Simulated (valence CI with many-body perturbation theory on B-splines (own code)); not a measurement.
# Cs XXIV: electric-dipole lines

Calculated by valence CI with perturbative core correlation (CI+MBPT): four valence electrons over a frozen Dirac-Fock core [Ar] 3d10, radial functions for each j: 11 s, 11 p, 9 d, 7 f, 5 g, 2 h, 1 i, with the one-electron correlation potential Σ1, the two-electron term Σ2, the three-electron term Σ3, Breit, model QED; selected CI, second order for the rest (own B-spline code, finite nucleus).

No measured spectrum was set against this ion. As an estimate, levels hold to about 250 cm⁻¹ or 0.2 % of their energy and the worst to 1 %, as in measured heavy ions of charge 2 to 7; those with d or f electrons hold less well.

Lines 51 to 100 of 225 in falling wavelength, among levels below 200.79 eV, chosen from the strongest by gf and those to the six lowest levels. Wavelengths and rates use the calculated energies, so an error of 2000 cm⁻¹ moves a line at 168.1 Å by 0.34 % and its rate by three times that or more. Electric multipoles are in the length gauge, E1 and E2 with the static RPA response of the core. Weak lines are less certain than strong ones. Lines between different terms over intervals too small for the method are left out, as are lines whose strength nearly cancels. Where a level lies close to another of its J and parity, the split of strength between their lines is uncertain. The highest levels of a list are the least certain.

Levels are named by their leading jj configuration (3d3/2^4 stands for four electrons in 3d with j = 3/2), which in mixed levels can hold well under half, so a name can repeat and another be missing. Letters in brackets count levels of one name in rising energy.

```
λ vac (Å)                           Upper                       Lower   A (s⁻¹)  S (a.u.)
    168.1  (4s 4p1/2 4p3/2 4d5/2) J=4 [c]      (4s^2 4p1/2 4d5/2) J=3  2.60e+10  5.49e-01
    167.8          (4s^2 4p1/2 4d3/2) J=1          (4s^2 4p3/2^2) J=0  2.04e+09  1.43e-02
    166.2  (4s 4p1/2 4p3/2 4d5/2) J=3 [c]      (4s^2 4p1/2 4d5/2) J=3  5.78e+09  9.17e-02
    164.2  (4s 4p1/2 4p3/2 4d3/2) J=0 [b]      (4s^2 4p1/2 4d3/2) J=1  2.88e+10  6.30e-02
    164.1  (4s 4p1/2 4p3/2 4d3/2) J=2 [e]      (4s^2 4p1/2 4d3/2) J=1  2.39e+10  2.60e-01
    163.6  (4s 4p1/2 4p3/2 4d3/2) J=3 [b]      (4s^2 4p1/2 4d3/2) J=2  2.53e+10  3.83e-01
    163.5      (4s 4p1/2 4p3/2^2) J=1 [a]      (4s^2 4p1/2 4p3/2) J=2  7.89e+08  5.10e-03
    163.3  (4s 4p1/2 4p3/2 4d3/2) J=2 [d]      (4s^2 4p1/2 4d3/2) J=2  1.29e+10  1.39e-01
    163.3          (4s 4p1/2^2 4p3/2) J=1          (4s^2 4p1/2^2) J=0  3.29e+10  2.12e-01
    162.6  (4s 4p1/2 4p3/2 4d5/2) J=1 [a]      (4s^2 4p1/2 4d3/2) J=2  1.09e+10  6.94e-02
    162.6      (4s 4p1/2 4p3/2^2) J=2 [b]      (4s^2 4p1/2 4p3/2) J=2  3.95e+10  4.19e-01
    162.4          (4s 4p1/2 4p3/2^2) J=0      (4s^2 4p1/2 4p3/2) J=1  3.30e+10  6.99e-02
    161.1  (4s 4p1/2 4p3/2 4d5/2) J=2 [b]      (4s^2 4p1/2 4d3/2) J=1  1.05e+10  1.08e-01
    160.8          (4s^2 4p1/2 4d5/2) J=3          (4s^2 4p3/2^2) J=2  5.37e+08  7.72e-03
    160.7  (4s 4p1/2 4p3/2 4d5/2) J=3 [e]      (4s^2 4p1/2 4d5/2) J=2  6.93e+09  9.95e-02
    160.6                (4s 4p3/2^3) J=1          (4s^2 4p3/2^2) J=0  1.78e+10  1.09e-01
    159.5  (4s 4p1/2 4p3/2 4d5/2) J=1 [c]      (4s^2 4p1/2 4d3/2) J=1  1.35e+10  8.13e-02
    159.4  (4s 4p1/2 4p3/2 4d5/2) J=1 [c]      (4s^2 4p1/2 4d5/2) J=2  1.91e+10  1.15e-01
    158.7  (4s 4p1/2 4p3/2 4d5/2) J=1 [d]      (4s^2 4p1/2 4d5/2) J=2  1.09e+10  6.43e-02
    158.5  (4s 4p1/2 4p3/2 4d5/2) J=2 [c]      (4s^2 4p1/2 4d3/2) J=1  5.53e+09  5.43e-02
    158.4  (4s 4p1/2 4p3/2 4d5/2) J=3 [c]            (4s 4p3/2^3) J=2  4.45e+09  6.11e-02
    158.1      (4s 4p1/2 4p3/2^2) J=1 [a]      (4s^2 4p1/2 4p3/2) J=1  4.35e+10  2.55e-01
    157.6           (4p1/2^2 4p3/2^2) J=0      (4s 4p1/2^2 4p3/2) J=1  4.74e+10  9.15e-02
    157.3      (4s 4p1/2 4p3/2^2) J=2 [b]      (4s^2 4p1/2 4p3/2) J=1  8.24e+08  7.91e-03
    156.9             (4p1/2 4p3/2^3) J=2      (4s 4p1/2 4p3/2^2) J=3  1.08e+10  1.03e-01
    156.7      (4s 4p3/2^2 4d3/2) J=2 [a]      (4s^2 4p1/2 4d5/2) J=2  2.17e+10  2.06e-01
    155.3          (4s^2 4p1/2 4d5/2) J=2          (4s^2 4p3/2^2) J=2  5.24e+09  4.84e-02
    155.2  (4s 4p1/2 4p3/2 4d5/2) J=3 [e]      (4s^2 4p1/2 4d5/2) J=3  4.57e+10  5.90e-01
    155.2          (4s^2 4p1/2 4d3/2) J=1          (4s^2 4p3/2^2) J=2  1.82e+09  1.01e-02
    153.1           (4p1/2^2 4p3/2^2) J=2      (4s 4p1/2^2 4p3/2) J=2  1.08e+10  9.60e-02
    153.0  (4s 4p1/2 4p3/2 4d5/2) J=2 [c]      (4s^2 4p1/2 4d5/2) J=3  7.34e+10  6.49e-01
    151.8      (4s 4p1/2 4p3/2^2) J=1 [b]      (4s^2 4p1/2 4p3/2) J=2  1.11e+11  5.75e-01
    151.5  (4s 4p1/2 4p3/2 4d3/2) J=1 [c]      (4s^2 4p1/2 4d3/2) J=2  6.11e+10  3.15e-01
    151.4      (4s 4p3/2^2 4d3/2) J=2 [a]      (4s^2 4p1/2 4d5/2) J=3  1.67e+10  1.43e-01
    151.3             (4p1/2 4p3/2^3) J=1  (4s 4p1/2 4p3/2^2) J=2 [a]  1.61e+10  8.27e-02
    151.1  (4s 4p1/2 4p3/2 4d3/2) J=2 [e]            (4s 4p3/2^3) J=2  1.22e+10  1.04e-01
    150.0      (4s 4p3/2^2 4d3/2) J=2 [b]      (4s^2 4p1/2 4d5/2) J=2  2.28e+10  1.90e-01
    149.6          (4s 4p3/2^2 4d3/2) J=1      (4s^2 4p1/2 4d3/2) J=1  1.25e+10  6.19e-02
    149.0                (4s 4p3/2^3) J=1          (4s^2 4p3/2^2) J=2  1.06e+11  5.20e-01
    148.3  (4s 4p1/2 4p3/2 4d3/2) J=2 [b]      (4s 4p1/2 4p3/2^2) J=3  1.51e+10  1.22e-01
    147.2      (4s 4p1/2 4p3/2^2) J=1 [b]      (4s^2 4p1/2 4p3/2) J=1  3.41e+10  1.61e-01
    145.2      (4s 4p3/2^2 4d3/2) J=2 [b]      (4s^2 4p1/2 4d5/2) J=3  8.86e+09  6.69e-02
    144.5  (4s 4p1/2 4p3/2 4d3/2) J=2 [e]      (4s^2 4p1/2 4d3/2) J=2  2.71e+10  2.02e-01
    142.4  (4s 4p1/2 4p3/2 4d3/2) J=1 [a]  (4s 4p1/2 4p3/2^2) J=2 [a]  1.78e+10  7.60e-02
    141.8  (4s 4p1/2 4p3/2 4d5/2) J=1 [a]  (4s 4p1/2 4p3/2^2) J=2 [b]  3.51e+10  1.48e-01
    141.8          (4s^2 4p1/2 4d3/2) J=2      (4s^2 4p1/2 4p3/2) J=2  2.08e+10  1.46e-01
    141.5  (4s 4p1/2 4p3/2 4d3/2) J=1 [c]  (4s 4p1/2 4p3/2^2) J=1 [b]  2.00e+10  8.38e-02
    140.1  (4s 4p1/2 4p3/2 4d5/2) J=2 [c]      (4s^2 4p1/2 4d3/2) J=2  1.40e+10  9.52e-02
    140.0          (4s 4p1/2^2 4d3/2) J=1      (4s 4p1/2^2 4p3/2) J=2  1.52e+09  6.17e-03
    137.8          (4s^2 4p1/2 4d3/2) J=2      (4s^2 4p1/2 4p3/2) J=1  9.33e+08  6.02e-03
```
